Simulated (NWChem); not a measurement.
System: GaNH₄O₂; SMILES [OH][Ga]([OH])[NH2]

Here is an NWChem input.

```
start job
memory heap 200 mb stack 900 mb global 1100 mb
geometry units angstroms noautosym nocenter noautoz
  Ga     0.018739    -0.009839     0.023293
  O     -1.320146    -1.221567     0.032780
  H     -2.183093    -0.798727    -0.094865
  O      1.684265    -0.685222    -0.035741
  H      1.643530    -1.652376    -0.100346
  N     -0.214318     1.811712    -0.068157
  H      0.618265     2.349794     0.152456
  H     -1.009662     2.198304     0.429301
end
basis spherical
  * library sto-3g
end
dft
  xc hfexch
  iterations 150
end
property
  shielding
end
task dft property
```

Excerpt of the output:

```
             Northwest Computational Chemistry Package (NWChem) 7.3.0
             --------------------------------------------------------

                             Geometry "geometry" -> ""
                             -------------------------

 Output coordinates in angstroms (scale by  1.889725989 to convert to a.u.)

  No.       Tag          Charge          X              Y              Z
 ---- ---------------- ---------- -------------- -------------- --------------
    1 Ga                  31.0000     0.01873900    -0.00983900     0.02329300
    2 O                    8.0000    -1.32014600    -1.22156700     0.03278000
    3 H                    1.0000    -2.18309300    -0.79872700    -0.09486500
    4 O                    8.0000     1.68426500    -0.68522200    -0.03574100
    5 H                    1.0000     1.64353000    -1.65237600    -0.10034600
    6 N                    7.0000    -0.21431800     1.81171200    -0.06815700
    7 H                    1.0000     0.61826500     2.34979400     0.15245600
    8 H                    1.0000    -1.00966200     2.19830400     0.42930100

 Effective nuclear repulsion energy (a.u.)     291.5275043356

  xc_inp: hfexch multiplicative factor not found.
                              NWChem Property Module
                              ----------------------

  itol2e modified to match energy
  convergence criterion.

                                 NWChem DFT Module
                                 -----------------

 Summary of "ao basis" -> "ao basis" (spherical)
 ------------------------------------------------------------------------------
       Tag                 Description            Shells   Functions and Types
 ---------------- ------------------------------  ------  ---------------------
 Ga                          sto-3g                  8       18   4s3p1d
 O                           sto-3g                  3        5   2s1p
 H                           sto-3g                  1        1   1s
 N                           sto-3g                  3        5   2s1p

  itol2e modified to match energy
  convergence criterion.

[...]

          -----------------------------------------
          Chemical Shielding Tensors (GIAO, in ppm)
          -----------------------------------------

                                NWChem CPHF Module
                                ------------------

  scftype          =     RHF
  nclosed          =       29
  nopen            =        0
  variables        =      232
  # of vectors     =        3
  tolerance        = 0.10D-03
  level shift      = 0.00D+00
  max iterations   =       50
  max subspace     =       30

 SCF residual:    1.7832058214105745E-005

Iterative solution of linear equations
  No. of variables      232
  No. of equations        3
  Maximum subspace       30
        Iterations       50
       Convergence  1.0D-04

   iter   nsub   residual    time
   ----  ------  --------  ---------
     1      3    1.30D+00       4.0
     2      6    3.46D-01       4.4
     3      9    9.49D-02       4.9
     4     12    3.35D-02       5.5
     5     15    1.06D-02       6.0
     6     18    2.69D-03       6.6
     7     21    1.03D-03       7.1
     8     24    4.43D-04       7.7
     9     27    1.42D-04       8.2
    10     30    2.98D-05       8.8

      Atom:    1  Ga
        Diamagnetic
   2611.0939     -0.4252     -0.0958
     -0.4252   2615.6502     -0.0006
     -0.0958     -0.0006   2608.5340

        Paramagnetic
  -1674.3296     12.9809     -7.4689
     12.9809  -1306.5734     51.4047
     -7.4689     51.4047   -932.0003

        Total Shielding Tensor
    936.7643     12.5556     -7.5647
     12.5556   1309.0768     51.4040
     -7.5647     51.4040   1676.5337

           isotropic =    1307.4583
          anisotropy =     564.2636

          Principal Components and Axis System
                 1           2           3
             1683.6340   1302.5171    936.2237

      1        -0.0078      0.0368      0.9993
      2         0.1357      0.9901     -0.0354
      3         0.9907     -0.1353      0.0127

      Atom:    2  O
        Diamagnetic
    395.2743     12.1341      2.6087
     12.1341    377.3015     -1.6044
      2.6087     -1.6044    351.6005

        Paramagnetic
    -78.2948    -56.3008     11.6909
    -56.3008     27.8913     -5.0718
     11.6909     -5.0718    154.3409

        Total Shielding Tensor
    316.9794    -44.1667     14.2995
    -44.1667    405.1928     -6.6763
     14.2995     -6.6763    505.9414

           isotropic =     409.3712
          anisotropy =     148.0725

          Principal Components and Axis System
                 1           2           3
              508.0862    421.9089    298.1186

      1         0.0987     -0.3686      0.9243
      2        -0.1065      0.9196      0.3781
      3         0.9894      0.1358     -0.0515

      Atom:    3  H
        Diamagnetic
     44.9416     -1.9637      2.5182
     -1.9637     25.6379     -0.6820
      2.5182     -0.6820     20.1505

        Paramagnetic
     -2.6861      0.6320      0.0936
      0.6320      6.0398     -0.4050
      0.0936     -0.4050      8.0566

        Total Shielding Tensor
     42.2555     -1.3317      2.6118
     -1.3317     31.6776     -1.0869
      2.6118     -1.0869     28.2071

           isotropic =      34.0468
          anisotropy =      13.3204

          Principal Components and Axis System
                 1           2           3
               42.9270     31.6513     27.5619

      1         0.9741      0.1661     -0.1532
      2        -0.1330      0.9695      0.2057
      3         0.1827     -0.1800      0.9666

[...]
```

Level: Hartree-Fock/STO-3G, GIAO. STO-3G and 3-21G are far too small for this property and stand as cheap habits. All runs use the structure optimised with B3LYP/6-31G* (spherical d). The printed shielding anisotropy is the first printed principal value minus the mean of the other two.
